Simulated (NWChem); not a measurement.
All runs are NWChem calculations. System: Cu2, charge 0, spin multiplicity 1, displaced from the optimised geometry. The structure started from a generated list of species. Level: B3LYP/def2-TZVP, VWN1-RPA local correlation.

Job file:

```
start mol
memory heap 200 mb stack 900 mb global 1100 mb
geometry units angstroms nocenter noautoz noautosym
  Cu     0.000000     0.000000     1.333280
  Cu     0.000000     0.000000    -1.333280
end
basis spherical
  * library def2-tzvp
end
dft
  xc b3lyp
  semidirect memsize 60000000 filesize 0
  iterations 100
end
task dft gradient
```

Part of the output:

```
             Northwest Computational Chemistry Package (NWChem) 7.3.0
             --------------------------------------------------------

                                NWChem Input Module
                                -------------------

 Scaling coordinates for geometry "geometry" by  1.889725989
 (inverse scale =  0.529177249)

                             Geometry "geometry" -> ""
                             -------------------------

 Output coordinates in angstroms (scale by  1.889725989 to convert to a.u.)

  No.       Tag          Charge          X              Y              Z
 ---- ---------------- ---------- -------------- -------------- --------------
    1 Cu                  29.0000     0.00000000     0.00000000     1.33328000
    2 Cu                  29.0000     0.00000000     0.00000000    -1.33328000

 Effective nuclear repulsion energy (a.u.)     166.8959507413

            Nuclear Dipole moment (a.u.)
            ----------------------------
        X                 Y               Z
 ---------------- ---------------- ----------------
     0.0000000000     0.0000000000     0.0000000000


 Summary of "ao basis" -> "" (spherical)
 ------------------------------------------------------------------------------
       Tag                 Description            Shells   Functions and Types
 ---------------- ------------------------------  ------  ---------------------
 *                         def2-tzvp                  on all atoms

                                 NWChem DFT Module
                                 -----------------

 Summary of "ao basis" -> "ao basis" (spherical)
 ------------------------------------------------------------------------------
       Tag                 Description            Shells   Functions and Types
 ---------------- ------------------------------  ------  ---------------------
 Cu                        def2-tzvp                15       45   6s4p4d1f

 Summary of "ao basis" -> "ao basis" (spherical)
 ------------------------------------------------------------------------------
       Tag                 Description            Shells   Functions and Types
 ---------------- ------------------------------  ------  ---------------------
 Cu                        def2-tzvp                15       45   6s4p4d1f

            General Information
            -------------------
          SCF calculation type: DFT
          Wavefunction type:  closed shell.
          No. of atoms     :     2
          No. of electrons :    58
           Alpha electrons :    29
            Beta electrons :    29
          Charge           :     0
          Spin multiplicity:     1
          Use of symmetry is: off; symmetry adaption is: off
          Maximum number of iterations: 100
          AO basis - number of functions:    90
                     number of shells:    30
          Convergence on energy requested:  1.00D-06
          Convergence on density requested:  1.00D-05
          Convergence on gradient requested:  5.00D-04

              XC Information
              --------------
                         B3LYP Method XC Potential
                     Hartree-Fock (Exact) Exchange  0.200
                        Slater Exchange Functional  0.800 local
                    Becke 1988 Exchange Functional  0.720 non-local
              Lee-Yang-Parr Correlation Functional  0.810
                  VWN I RPA Correlation Functional  0.190 local

             Grid Information
             ----------------
          Grid used for XC integration:  medium
          Radial quadrature: Mura-Knowles
          Angular quadrature: Lebedev.
          Tag              B.-S. Rad. Rad. Pts. Rad. Cut. Ang. Pts.
          ---              ---------- --------- --------- ---------
          Cu                  1.35      112          12.0       590
          Grid pruning is: on
          Number of quadrature shells:   224
          Spatial weights used:  Erf1

          Convergence Information
          -----------------------
          Convergence aids based upon iterative change in
          total energy or number of iterations.
          Levelshifting, if invoked, occurs when the
          HOMO/LUMO gap drops below (HL_TOL):  1.00D-02
          DIIS, if invoked, will attempt to extrapolate
          using up to (NFOCK): 10 stored Fock matrices.

                    Damping( 0%)  Levelshifting(0.5)       DIIS
                  --------------- ------------------- ---------------
          dE  on:    start            ASAP                start
          dE off:    2 iters        100 iters           100 iters

      Screening Tolerance Information
      -------------------------------
          Density screening/tol_rho:  1.00D-10
          AO Gaussian exp screening on grid/accAOfunc:  14
          CD Gaussian exp screening on grid/accCDfunc:  20
          XC Gaussian exp screening on grid/accXCfunc:  20
          Schwarz screening/accCoul:  1.00D-08

      Superposition of Atomic Density Guess
      -------------------------------------

 Sum of atomic energies:       -3277.83591003

      Non-variational initial energy
      ------------------------------

 Total energy =   -3277.097779
 1-e energy   =   -4899.866228
 2-e energy   =    1455.872498
 HOMO         =      -0.418244
 LUMO         =      -0.173379

------------------------------------------------------------
EAF file 0: "./mol.aoints.0" size=524288 bytes
------------------------------------------------------------
               write      read    awrite     aread      wait
               -----      ----    ------     -----      ----
[...]
 d= 0,ls=0.5,diis    55  -3281.1392341667 -2.84D-04  2.72D-04  1.14D-03    11.1
 d= 0,ls=0.5,diis    56  -3281.1393938778 -1.60D-04  1.95D-04  5.93D-04    11.3
 d= 0,ls=0.5,diis    57  -3281.1394868355 -9.30D-05  1.72D-04  2.87D-04    11.5
 d= 0,ls=0.5,diis    58  -3281.1395533525 -6.65D-05  1.26D-04  7.37D-05    11.7
 d= 0,ls=0.5,diis    59  -3281.1395889283 -3.56D-05  9.96D-05  3.00D-05    11.9
 d= 0,ls=0.5,diis    60  -3281.1396103657 -2.14D-05  7.79D-05  2.07D-05    12.1
 d= 0,ls=0.5,diis    61  -3281.1396235829 -1.32D-05  6.17D-05  1.33D-05    12.3
 d= 0,ls=0.5,diis    62  -3281.1396317585 -8.18D-06  4.73D-05  8.80D-06    12.5
 d= 0,ls=0.5,diis    63  -3281.1396366739 -4.92D-06  3.70D-05  4.86D-06    12.7
 d= 0,ls=0.5,diis    64  -3281.1396396451 -2.97D-06  2.84D-05  2.80D-06    12.9
 d= 0,ls=0.5,diis    65  -3281.1396413949 -1.75D-06  2.20D-05  1.85D-06    13.1
 d= 0,ls=0.5,diis    66  -3281.1396424570 -1.06D-06  1.70D-05  1.11D-06    13.3
 d= 0,ls=0.5,diis    67  -3281.1396430905 -6.34D-07  1.32D-05  7.01D-07    13.6
 d= 0,ls=0.5,diis    68  -3281.1396434722 -3.82D-07  1.03D-05  4.24D-07    13.8
 d= 0,ls=0.5,diis    69  -3281.1396437041 -2.32D-07  7.95D-06  2.63D-07    14.0

         Total DFT energy =    -3281.139643843973
      One electron energy =    -4909.556216753001
           Coulomb energy =     1596.009767179034
    Exchange-Corr. energy =     -134.489145011316
 Nuclear repulsion energy =      166.895950741309

 Numeric. integr. density =       58.000000038740

     Total iterative time =     13.6s

                       DFT Final Molecular Orbital Analysis
                       ------------------------------------

 Vector   27  Occ=2.000000D+00  E=-2.453650D-01
              MO Center=  6.6D-10,  6.3D-10, -1.1D-03, r^2= 2.3D+00
   Bfn.  Coefficient  Atom+Function         Bfn.  Coefficient  Atom+Function
  ----- ------------  ---------------      ----- ------------  ---------------
    20      0.326500  1 Cu d -1              22     -0.326534  1 Cu d  1
    65      0.326770  2 Cu d -1              67     -0.326803  2 Cu d  1
    25      0.189150  1 Cu d -1              27     -0.189169  1 Cu d  1
    70      0.189306  2 Cu d -1              72     -0.189325  2 Cu d  1
    30      0.120419  1 Cu d -1              32     -0.120431  1 Cu d  1

 Vector   28  Occ=2.000000D+00  E=-2.428990D-01
              MO Center= -4.0D-10, -4.1D-10, -5.7D-04, r^2= 2.3D+00
   Bfn.  Coefficient  Atom+Function         Bfn.  Coefficient  Atom+Function
  ----- ------------  ---------------      ----- ------------  ---------------
    21      0.458275  1 Cu d  0              66     -0.458478  2 Cu d  0
    26      0.264309  1 Cu d  0              71     -0.264426  2 Cu d  0
    31      0.174782  1 Cu d  0              76     -0.174860  2 Cu d  0
     5     -0.064246  1 Cu s                 50      0.064138  2 Cu s
    36      0.034351  1 Cu d  0              81     -0.034363  2 Cu d  0

 Vector   29  Occ=2.000000D+00  E=-2.032926D-01
              MO Center=  8.9D-10, -1.6D-09, -3.7D-04, r^2= 3.9D+00
   Bfn.  Coefficient  Atom+Function         Bfn.  Coefficient  Atom+Function
  ----- ------------  ---------------      ----- ------------  ---------------
     5      0.492970  1 Cu s                 50      0.493080  2 Cu s
     6      0.162602  1 Cu s                 51      0.162761  2 Cu s
     3     -0.141189  1 Cu s                 48     -0.141221  2 Cu s
     4     -0.138089  1 Cu s                 49     -0.138122  2 Cu s
    21     -0.107347  1 Cu d  0              66     -0.107380  2 Cu d  0

 Vector   30  Occ=0.000000D+00  E=-1.025901D-01
              MO Center= -2.5D-09, -8.3D-09,  4.0D-04, r^2= 7.3D+00
   Bfn.  Coefficient  Atom+Function         Bfn.  Coefficient  Atom+Function
  ----- ------------  ---------------      ----- ------------  ---------------
     6      0.554901  1 Cu s                 51     -0.554856  2 Cu s
     5      0.484874  1 Cu s                 50     -0.484755  2 Cu s
     4     -0.135906  1 Cu s                 49      0.135871  2 Cu s
     3     -0.128938  1 Cu s                 48      0.128903  2 Cu s
    18      0.094663  1 Cu pz                63      0.094636  2 Cu pz

 Vector   31  Occ=0.000000D+00  E= 2.244738D-02
              MO Center= -2.0D-10, -2.5D-09, -8.7D-06, r^2= 7.7D+00
   Bfn.  Coefficient  Atom+Function         Bfn.  Coefficient  Atom+Function
  ----- ------------  ---------------      ----- ------------  ---------------
     6     -0.568740  1 Cu s                 51     -0.568738  2 Cu s
     5      0.557463  1 Cu s                 50      0.557417  2 Cu s
    18     -0.545826  1 Cu pz                63      0.545817  2 Cu pz
    36     -0.307020  1 Cu d  0              81     -0.306999  2 Cu d  0
    12      0.141589  1 Cu pz                57     -0.141587  2 Cu pz

 Vector   32  Occ=0.000000D+00  E= 5.554568D-02
              MO Center=  2.0D-09, -1.6D-09,  3.3D-04, r^2= 3.7D+00
   Bfn.  Coefficient  Atom+Function         Bfn.  Coefficient  Atom+Function
  ----- ------------  ---------------      ----- ------------  ---------------
    16      0.459275  1 Cu px                17      0.458962  1 Cu py
    61      0.459182  2 Cu px                62      0.458869  2 Cu py
    10     -0.108469  1 Cu px                11     -0.108396  1 Cu py
    55     -0.108442  2 Cu px                56     -0.108368  2 Cu py
    35     -0.065044  1 Cu d -1              37      0.065088  1 Cu d  1

 center of mass
 --------------
 x =   0.00000000 y =   0.00000000 z =   0.00000000

 moments of inertia (a.u.)
 ------------------
         798.963147329616           0.000000000000           0.000000000000
           0.000000000000         798.963147329616           0.000000000000
           0.000000000000           0.000000000000           0.000000000000

     Multipole analysis of the density
     ---------------------------------

     L   x y z        total         alpha         beta         nuclear
     -   - - -        -----         -----         ----         -------
     0   0 0 0     -0.000000    -29.000000    -29.000000     58.000000

     1   1 0 0     -0.000000     -0.000000     -0.000000      0.000000
     1   0 1 0      0.000000      0.000000      0.000000      0.000000
     1   0 0 1      0.001152      0.000576      0.000576      0.000000

     2   2 0 0    -20.810277    -10.405139    -10.405139      0.000000
     2   1 1 0     -0.001951     -0.000976     -0.000976      0.000000
     2   1 0 1      0.000000      0.000000      0.000000      0.000000
     2   0 2 0    -20.810277    -10.405139    -10.405139      0.000000
     2   0 1 1     -0.000000     -0.000000     -0.000000      0.000000
     2   0 0 2    -15.391304   -191.789128   -191.789128    368.186952

            General Information
            -------------------
          SCF calculation type: DFT
          Wavefunction type:  closed shell.
          No. of atoms     :     2
          No. of electrons :    58
           Alpha electrons :    29
            Beta electrons :    29
          Charge           :     0
          Spin multiplicity:     1
          Use of symmetry is: off; symmetry adaption is: off
          Maximum number of iterations: 100
          AO basis - number of functions:    90
                     number of shells:    30
          Convergence on energy requested:  1.00D-06
          Convergence on density requested:  1.00D-05
          Convergence on gradient requested:  5.00D-04

              XC Information
              --------------
                         B3LYP Method XC Potential
                     Hartree-Fock (Exact) Exchange  0.200
                        Slater Exchange Functional  0.800 local
                    Becke 1988 Exchange Functional  0.720 non-local
              Lee-Yang-Parr Correlation Functional  0.810
                  VWN I RPA Correlation Functional  0.190 local

             Grid Information
             ----------------
          Grid used for XC integration:  medium
          Radial quadrature: Mura-Knowles
          Angular quadrature: Lebedev.
          Tag              B.-S. Rad. Rad. Pts. Rad. Cut. Ang. Pts.
          ---              ---------- --------- --------- ---------
          Cu                  1.35      112          12.0       590
          Grid pruning is: on
          Number of quadrature shells:   224
          Spatial weights used:  Erf1

          Convergence Information
          -----------------------
          Convergence aids based upon iterative change in
          total energy or number of iterations.
          Levelshifting, if invoked, occurs when the
          HOMO/LUMO gap drops below (HL_TOL):  1.00D-02
          DIIS, if invoked, will attempt to extrapolate
          using up to (NFOCK): 10 stored Fock matrices.

                    Damping( 0%)  Levelshifting(0.5)       DIIS
                  --------------- ------------------- ---------------
          dE  on:    start            ASAP                start
          dE off:    2 iters        100 iters           100 iters

      Screening Tolerance Information
      -------------------------------
          Density screening/tol_rho:  1.00D-10
          AO Gaussian exp screening on grid/accAOfunc:  14
          CD Gaussian exp screening on grid/accCDfunc:  20
          XC Gaussian exp screening on grid/accXCfunc:  20
          Schwarz screening/accCoul:  1.00D-08

                            NWChem DFT Gradient Module
                            --------------------------

  charge          =   0.00
  wavefunction    = closed shell

                         DFT ENERGY GRADIENTS

    atom               coordinates                        gradient
                 x          y          z           x          y          z
   1 Cu      0.000000   0.000000   2.519534   -0.000000  -0.000000   0.023722
   2 Cu      0.000000   0.000000  -2.519534    0.000000   0.000000  -0.023722

                 ----------------------------------------
                 |  Time  |  1-e(secs)   |  2-e(secs)   |
                 ----------------------------------------
                 |  CPU   |       0.01   |       1.91   |
                 ----------------------------------------
                 |  WALL  |       0.01   |       1.91   |
                 ----------------------------------------

 Task  times  cpu:       16.5s     wall:       16.5s

 Total times  cpu:       16.5s     wall:       16.5s
```
